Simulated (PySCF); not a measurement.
**Radial density of Tl⁺ (thallium, charge +1)**

UHF, [Xe] 4f14 5d10 6s1 7s1, high-spin 3S determinant (an excited configuration). Computed with PySCF 2.14 in aug-cc-pVQZ-PP with ECP60MDF, with a scalar-relativistic core potential. This is the valence pseudo-density: the core potential removes the inner electrons and smooths the orbitals near the nucleus.

| r (bohr) | 4πr²ρ (e/bohr) | 4πr²(ρα − ρβ) |
| --- | --- | --- |
| 0.0219 | 1.056e-05 | 0.0000 |
| 0.0369 | 1.909e-05 | 0.0000 |
| 0.0620 | 3.948e-05 | 0.0000 |
| 0.104 | 0.0001776 | 0.0000 |
| 0.175 | 0.001984 | 0.0000 |
| 0.295 | 0.05747 | 0.0013 |
| 0.496 | 2.518 | 0.0571 |
| 0.835 | 18.28 | 0.0126 |
| 1.40 | 11.14 | 0.2351 |
| 2.36 | 1.771 | 0.5901 |
| 3.97 | 0.1998 | 0.1816 |
| 6.68 | 0.1847 | 0.1847 |
| 11.2 | 0.01186 | 0.0119 |
| 18.9 | 1.802e-05 | 0.0000 |

Energies and moments cover only the electrons outside the core potential. Spin-orbit coupling, which splits the p, d and f shells strongly at this Z, is absent. The outer electron is Rydberg-like, and this basis confines it to a smaller radius and binds it less than a complete one would.
